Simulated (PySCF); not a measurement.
HfF2, SMILES [F][Hf][F] (connectivity only; charge and spin as stated), neutral, multiplicity 3.

Geometry: PBE0-D3(BJ)/def2-TZVP. The multiplicity is an assumed one; other spin states were not compared. The def2 effective core potentials stand for the cores of Hf; spin–orbit coupling is left out.

Level of theory: TDA-PBE0/def2-TZVPD run with PySCF 2.14.0.

Vertical excitations. 

Computed UV-visible absorptions:
```tsv
state	energy (eV)	λ (nm)	f	main pairs
root 1	0.28	4509	0.000	α HOMO→LUMO 98 %
root 2	1.88	661	0.011	α HOMO−1→LUMO 97 %
root 3	1.94	640	0.001	α HOMO→LUMO+2 99 %
root 4	2.21	561	0.000	α HOMO→LUMO+3 94 %
root 5	2.86	433	0.037	α HOMO→LUMO+1 96 %
root 6	3.07	403	0.018	α HOMO→LUMO+4 93 %
root 7	3.11	399	0.000	α HOMO−1→LUMO+2 99 %
root 8	3.42	362	0.037	α HOMO−1→LUMO+3 96 %
root 9	4.11	302	0.376	α HOMO−1→LUMO+1 95 %
root 10	4.37	284	0.280	α HOMO−1→LUMO+4 95 %
```
Unrestricted roots are not spin-pure.
